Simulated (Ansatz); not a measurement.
Geometry optimisation, Ansatz 0.2.0, DFT PBEsol, scalar-relativistic, plane waves, PAW.

Input:

```yaml
crystal:
  lattice:
    - [0.0, 5.43, 5.43]
    - [5.43, 0.0, 5.43]
    - [5.43, 5.43, 0.0]
  atoms:
    - { symbol: Si, position: [0.0, 0.0, 0.0] }
    - { symbol: Si, position: [0.125, 0.125, 0.125] }
    - { symbol: Si, position: [0.0, 0.0, 0.5] }
    - { symbol: Si, position: [0.125, 0.125, 0.625] }
    - { symbol: Si, position: [0.0, 0.5, 0.0] }
    - { symbol: Si, position: [0.125, 0.625, 0.125] }
    - { symbol: Si, position: [0.0, 0.5, 0.5] }
    - { symbol: Si, position: [0.125, 0.625, 0.625] }
    - { symbol: Si, position: [0.5, 0.0, 0.0] }
    - { symbol: Si, position: [0.625, 0.125, 0.125] }
    - { symbol: Si, position: [0.5, 0.0, 0.5] }
    - { symbol: Si, position: [0.625, 0.125, 0.625] }
    - { symbol: Si, position: [0.5, 0.5, 0.0] }
    - { symbol: Si, position: [0.625, 0.625, 0.125] }
    - { symbol: Si, position: [0.5, 0.5, 0.5] }
    - { symbol: Si, position: [0.625, 0.625, 0.625] }
    - { symbol: B, position: [0.7438885, 0.76085396, 0.75605134], spin: 1.0 }
magnetization:
  spin_polarized: true
basis:
  ecutwfc: 420.0
kpoints:
  mp_grid: { grid: [2, 2, 2] }
hamiltonian:
  xc: pbesol
  pseudopotentials: { kind: paw, azcp: { folder: soft_1 } }
scf:
  occupations: { method: gaussian, width: 0.02 }
  lower_state_search: "off"
relax:
  f_tol: 0.03
  max_steps: 60
  adjacent_minimum: "off"
output:
  write_density: true
  write_potential: true
  elf: true
  volumetric_format: npy
```

Launched with:

```bash
$ ansatz run input.yaml --threads 2 --pin off --max-ram 5120MiB --backend cpu --events-out ev --progress --plain --runs-dir out
```

Problem. Where does it end, and by what steps?

Solution. It converged. The force dipped under the threshold on the way, but the program's further checks kept it going. Limits of this set-up: PAW files made for another functional, a small cell, in which the defect meets its images. After 9 steps the energy has fallen by 0.086 eV; Si16 moved furthest, 0.10 Å.

```
step  energy less start (eV)  largest force component (eV/Å)  accepted
   0                  0.0000                           0.392       yes
   1                 -0.0640                           0.176       yes
   2                 -0.0766                           0.170       yes
   3                 -0.0854                           0.023       yes
   4                 -0.0854                           0.023       yes
   5                 -0.0856                           0.005       yes
   6                 -0.0857                           0.007       yes
   7                 -0.0857                           0.011       yes
   8                 -0.0857                           0.012       yes
   9                 -0.0860                           0.015       yes
```

```xyz
17
Lattice="0.0000 5.4300 5.4300 5.4300 0.0000 5.4300 5.4300 5.4300 0.0000" Properties=species:S:1:pos:R:3
Si -0.034 -0.003 -0.008
Si 1.330 1.358 1.354
Si 2.706 2.701 0.027
Si 4.054 4.058 1.367
Si 2.703 0.033 2.700
Si 4.052 1.372 4.054
Si 5.403 2.717 2.713
Si 6.838 4.026 4.023
Si -0.009 2.712 2.714
Si 1.336 4.067 4.065
Si 2.708 5.396 2.724
Si 4.050 6.782 4.072
Si 2.706 2.725 5.394
Si 4.040 4.065 6.793
Si 5.501 5.431 5.447
Si 6.850 6.846 6.845
B 8.302 8.159 8.185
```

The run took 2 min on 2 threads of Intel(R) Xeon(R) Platinum 8259CL CPU @ 2.50GHz (Skylake/Cascade Lake), with other jobs on the host, peak memory 0.77 GiB.
